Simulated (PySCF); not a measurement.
An unknown is described by computed data only.

Formula: C3H2F3N.

- UV, first state: lowest singlet excitation: 7.36 eV (168 nm, f = 0.000) [TDDFT wB97X-D/def2-SVPD]
- Triplet: lowest triplet excitation (Tamm–Dancoff): 6.39 eV [TDA wB97X-D/def2-SVPD]
- UV, strongest line: among the 8 lowest singlet transitions: S7 at 9.64 eV (129 nm, f = 0.065) [TDDFT wB97X-D/def2-SVPD]
- Polarisability: 42.4 au [wB97X-D/def2-SVPD]
- Rotational structure: rotational constants A, B, C: 4.433, 1.887, 1.653 GHz [GFN2-xTB]
- XPS: C1s 293.4, C1s 295.7, C1s 297.0, N1s 406.4, F1s 694.0, F1s 694.2, F1s 694.3 eV [ΔSCF SCAN, pcX-2 on the ionised atom, pcseg-1 elsewhere, spin-free X2C]
- Dipole: 2.77 D [wB97X-D/def2-SVPD]

Electronic properties: PySCF, gas phase, density fitting. Levels stand in brackets. Geometry: GFN2-xTB, one conformer, isolated molecule.

Problem. What is the compound? Reason from the data.

Solution. Numbering: `[N:1]#[C:2][C@H:3]([F:4])[CH:5]([F:6])[F:7]`. Its formula, C3H2F3N, gives 2 degrees of unsaturation: 0 rings and 2 π bonds in the structure found. The core levels belong to: C1s 293.4 eV, nitrile carbon [C2]; C1s 295.7 eV, sp3 C–F carbon [C3]; C1s 297.0 eV, CHF2 carbon [C5]; N1s 406.4 eV, nitrile nitrogen [N1]; F1s 694.0 eV, alkyl fluorine [F4]; F1s 694.2 eV, fluorine of a CF2 group [F6]; F1s 694.3 eV, fluorine of a CF2 group [F7]. The optimised geometry has point group C1 and is an asymmetric top. Structure: `N#C[C@H](F)C(F)F`. Computed isomers that give other values at the same levels: `N#CCC(F)(F)F` (lowest singlet excitation: 7.86 eV (158 nm, f = 0.000)). The assignments are read from this structure; whether some other isomer fits the data as well wasn't checked. The mirror image fits equally.

The values belong to the conformer `[N:1]#[C:2][C@H:3]([F:4])[CH:5]([F:6])[F:7]`: C2–C3–C5–F6 -170°.
